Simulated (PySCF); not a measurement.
**Polarisability and C₆ of Se (selenium, neutral)**

[Ar] 3d10 4s2 4p4, high-spin 3P determinant. All numbers are calculated (PySCF 2.14, scalar relativity through the core potential, in aug-cc-pVTZ-PP with one added diffuse shell each of s, d, f type with ECP10MDF (7s5p5d3f, 68 functions)). Coupled (time-dependent) response in atomic units; α is the mean over directions.

```tsv
method	mean α (bohr³)	α xx, yy, zz	C₆ (like pair)	S(−4)
UHF	25.19	23.56, 28.45, 23.56	207.0	168.3
PBE	28.22	25.99, 32.70, 25.99	235.7	246.0
PBE0	26.75	24.79, 30.66, 24.79	221.6	205.5
CAM-B3LYP	26.63	24.73, 30.44, 24.73	219.6	205.4
```

S(−4) is the Cauchy moment in α(ω) = α(0) + S(−4) ω² + …

Reference α: 28.9 ± 1 bohr³ (recommended; Schwerdtfeger and Nagle, table of static dipole polarizabilities (2023 update)). Published C₆: 210.0 (Chu and Dalgarno (2004); Tang, Norbeck and Certain (1976)).

Spin-orbit coupling is absent.

α(iu) at PBE0:

```
u (hartree)  α(iu) (bohr³)
          0          26.75
     0.0500          26.25
      0.100          24.90
      0.200          20.96
      0.300          16.97
      0.500          11.02
      0.750          6.822
       1.00          4.553
       1.50          2.414
       2.00          1.496
       3.00         0.7457
       5.00         0.3019
```

A single London oscillator, α(iu) = α/(1 + u²/ω²), gives C₆ = (3/4) ω α². Matching the computed C₆ needs ω = 4 × 221.6 / (3 × 26.75²) = 0.413 hartree.

The components differ because the open shell of this determinant is not spherical; for a pure term their mean is the scalar polarisability.

Energies and moments cover only the electrons outside the core potential.
